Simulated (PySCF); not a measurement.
## How methods differ on the excitation energy of Ta+

Ta+ [Xe] 4f14 5d3 6s1 (5F) → Ta+ [Xe] 4f14 5d2 6s1 6p1 (high-spin determinant), as a difference of total energies. All numbers are calculated (PySCF 2.14, a scalar-relativistic core potential, in aug-cc-pwCVTZ-PP with ECP60MDF (8s8p7d4f3g, 122 functions)). Correlated levels: valence: 5s2 5p6 frozen; valence and next inner shell: nothing frozen outside the core potential. The calculations carry no spin-orbit coupling.

```tsv
method	excitation energy (cm⁻¹)
UHF	32072
LDA	39841
PBE	39751
PBE0	38930
r2SCAN	40334
B97-3	38192
B2PLYP	37021
LC-wPBE	35844
MP2 (valence)	34272
SCS-MP2 (valence)	32806
MP2 (valence and next inner shell)	36591
SCS-MP2 (valence and next inner shell)	35165
```

The determinant of the upper state mixes LS terms, which raises its energy above the lowest term, most at the Hartree-Fock and MP2 levels.
